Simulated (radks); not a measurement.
Question: The rhenium ion Re+, 74 electrons, occupied as [Xe] 4f14 5d5 6s1. Calculated with a radial shooting solver on a logarithmic mesh with Libxc functionals: non-relativistic Kohn-Sham, LDA (Slater exchange, Perdew-Wang correlation), spin-polarised, spherical densities, point nucleus; open shells are filled with parallel spins first (spin-orbit coupling, left out, can overturn this in heavy ions); relativity is left out, which matters for an element this heavy. Some entries of the table are withheld. Estimate them.

| orbital | occ. | eigenvalue (eV) | <r> (bohr) | r(max) (bohr) |
|---|---|---|---|---|
| 1s up | 1 | -65522.85 | 0.02021 | 0.01341 |
| 1s down | 1 | -65522.83 | 0.02021 | 0.01341 |
| 2s up | 1 | -10812.34 | 0.08531 | 0.07301 |
| 2s down | 1 | -10812.06 | 0.08531 | 0.07301 |
| 2p up | 3 | -10374.08 | 0.07213 | 0.05664 |
| 2p down | 3 | -10373.86 | 0.07213 | 0.05664 |
| 3s up | 1 | -2487.269 | 0.2165 | 0.2004 |
| 3s down | 1 | -2487.134 | 0.2165 | 0.2004 |
| 3p up | 3 | -2282.786 | 0.2065 | 0.1887 |
| 3p down | 3 | -2282.650 | 0.2065 | 0.1887 |
| 3d up | 5 | -1900.278 | 0.1809 | 0.1486 |
| 3d down | 5 | -1900.085 | 0.1809 | 0.1486 |
| 4s up | 1 | -509.2198 | 0.4817 | 0.4500 |
| 4s down | 1 | -508.9556 | 0.4816 | 0.4501 |
| 4p up | 3 | -423.2720 | 0.4880 | 0.4504 |
| 4p down | 3 | -422.9909 | 0.4879 | 0.4504 |
| 4d up | 5 | -266.0535 | 0.5027 | 0.4458 |
| 4d down | 5 | -265.7155 | 0.5024 | 0.4458 |
| 5s up | 1 | -77.9806 | 1.139 | 1.028 |
| 5s down | 1 | -75.5058 | 1.132 | 1.023 |
| 4f up | 7 | -59.5687 | 0.5653 | (1) |
| 4f down | 7 | -59.0322 | 0.5620 | (2) |
| 5p up | 3 | -52.6327 | 1.257 | 1.103 |
| 5p down | 3 | -49.8767 | 1.247 | 1.096 |
| 5d up | 5 | -15.2993 | 1.793 | 1.401 |
| 5d down | 0 | -12.1100 | 1.818 | 1.386 |
| 6s up | 1 | (3) | (4) | 2.694 |
| 6s down | 0 | (5) | (6) | 2.795 |

Answer: 
(1) 4f up r(max) (bohr): 0.4096
(2) 4f down r(max) (bohr): 0.4094
(3) 6s up eigenvalue (eV): -12.0063
(4) 6s up <r> (bohr): 3.069
(5) 6s down eigenvalue (eV): -9.6677
(6) 6s down <r> (bohr): 3.275
